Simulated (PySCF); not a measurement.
Run record: EPR job, `COC1=C([S@](C)=O)[CH]1` [radical].

Method: UKS B3LYP, pcH-1 on C H O S, non-relativistic, mean-field spin-orbit, GIAO (PySCF 2.14.0). Geometry: GFN2-xTB. The input is one job of a driver script: a line of settings, then coordinates in Å.

Command:
```bash
OMP_NUM_THREADS=1 python probes_run.py task.json out
```

Input:
```
{"job": {"kind": "epr", "basis": "pcH-1"}, "charge": 0, "multiplicity": 2}
C     -2.729288     0.287031    -0.394862
O     -2.217448    -1.025124    -0.181473
C     -0.917880    -1.124611    -0.134215
C      0.365712    -0.467844    -0.228906
S      0.999414     0.725737     1.027621
C      2.531419     1.098612     0.069489
O      1.428999    -0.102597     2.161727
C      0.154170    -1.895366     0.063733
H     -3.812827     0.194818    -0.374146
H     -2.405262     0.672444    -1.364304
H     -2.396613     0.965349     0.393914
H      3.057580     0.169279    -0.116541
H      3.147576     1.770089     0.658635
H      2.235746     1.567146    -0.861603
H      0.554287    -2.826974     0.374123
```

Output:
```
UKS, coarse grid
  cycle   1  E = -742.98540153  |g| = 7.58e-01
  cycle   2  E = -741.58820478  |g| = 1.91e+00
  cycle   3  E = -743.13860922  |g| = 3.34e-01
  cycle   4  E = -743.18583721  |g| = 1.34e-01
  cycle   5  E = -743.19316264  |g| = 3.16e-02
  cycle   6  E = -743.19357350  |g| = 1.21e-02
  cycle   7  E = -743.19364539  |g| = 4.64e-03
  cycle   8  E = -743.19365862  |g| = 1.90e-03
  cycle   9  E = -743.19366067  |g| = 1.17e-03
  cycle  10  E = -743.19366146  |g| = 4.36e-04
UKS, final grid
  cycle   1  E = -743.19369748  |g| = 8.25e-04
  cycle   2  E = -743.19369642  |g| = 1.80e-03
  cycle   3  E = -743.19369778  |g| = 1.36e-04
  cycle   4  E = -743.19369779  |g| = 4.72e-05
  cycle   5  E = -743.19369779  |g| = 2.81e-05
E = -743.19369779 Eh   <S^2> = 0.7572 (exact 0.7500)
g shifts (ppm)      1          2          3
  rmc          -188       -188       -188
  gc             14          6         12
  oz_so        -313        709       2866
  total        -487        527       2690
hyperfine (MHz)  atom isotope    a_iso     a_fc   dipolar eigenvalues
    0   13C      -0.56      -0.56     -0.55     -0.03      0.58
    1   17O      -2.35      -2.35     -1.79     -0.20      1.99
    2   13C     -19.70     -19.69    -12.37     -0.10     12.48
    3   13C     306.79     306.83    -49.32    -42.57     91.89
    4   33S       9.72       9.95    -15.63    -14.28     29.91
    5   13C      20.74      20.75     -1.05     -0.87      1.92
    6   17O      -3.84      -3.57    -32.86     15.38     17.48
    7   13C      23.38      23.42    -26.31    -23.95     50.25
    8    1H      -0.20      -0.20     -0.83     -0.70      1.53
    9    1H       2.14       2.14     -1.73     -1.30      3.03
   10    1H       0.09       0.09     -1.41     -1.32      2.73
   11    1H       2.16       2.15     -3.14     -2.18      5.32
   12    1H      -0.94      -0.94     -1.67     -1.33      3.00
   13    1H       2.40       2.39     -3.77     -1.68      5.44
   14    1H     -25.49     -25.49    -13.78     -0.88     14.66
```

rmc, gc and oz_so are the mass-correction, gauge-correction and orbital-Zeeman/spin–orbit parts of the g shift along its three principal axes; a_iso is the isotropic hyperfine coupling and a_fc its Fermi-contact part. Atoms in this output count from 0.

Task: Get g_iso from the total shifts.

Result: Their mean is 910 ppm; added to g_e = 2.002319 it gives 2.00323.

Task: How far is ⟨S²⟩ from the pure-spin value?

Result: S = 0.5 gives S(S+1) = 0.75; the run has 0.7572, 0.0072 more.

Summary of the converged run: ⟨S²⟩ 0.757; g_iso 2.0032.

Isolated species at its GFN2-xTB geometry (one conformer only).

On one thread of an Arm Neoverse V2, shared host with 192 logical CPUs at a one-minute load of 42, this took 79 s of wall time (with the writing of density and orbital grids) and 1.1 GiB of memory at its peak.
Labels such as C1 count atoms from 1, the log's own numbers from 0.
